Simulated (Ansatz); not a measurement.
CdH2O (SMILES [OH][CdH]) moved off its minimum; all values from Ansatz (an electronic-structure program), cores frozen in correlated methods. Elements past Kr take the def2 small-core potentials, without spin–orbit coupling.
(charge 0, multiplicity 1)
```xyz
4

Cd    -0.25365    -0.10564    -0.04946
H     -1.79082    -0.75446    -0.25049
O      1.59741     0.49352     0.16871
H      1.66147     1.47342     0.23578
```

Problem. Give the forces (eV/Å), the total energy and the dipole at CCSD(T)/def2-TZVPPD.

Solution. 
| atom | Fx | Fy | Fz |
|---|---|---|---|
| Cd1 | -0.838 | -0.427 | -0.125 |
| H2 | 0.448 | 0.223 | 0.068 |
| O3 | 0.366 | 1.320 | 0.123 |
| H4 | 0.023 | -1.116 | -0.066 |
Energy -243.6211 hartree, dipole 1.74 D.
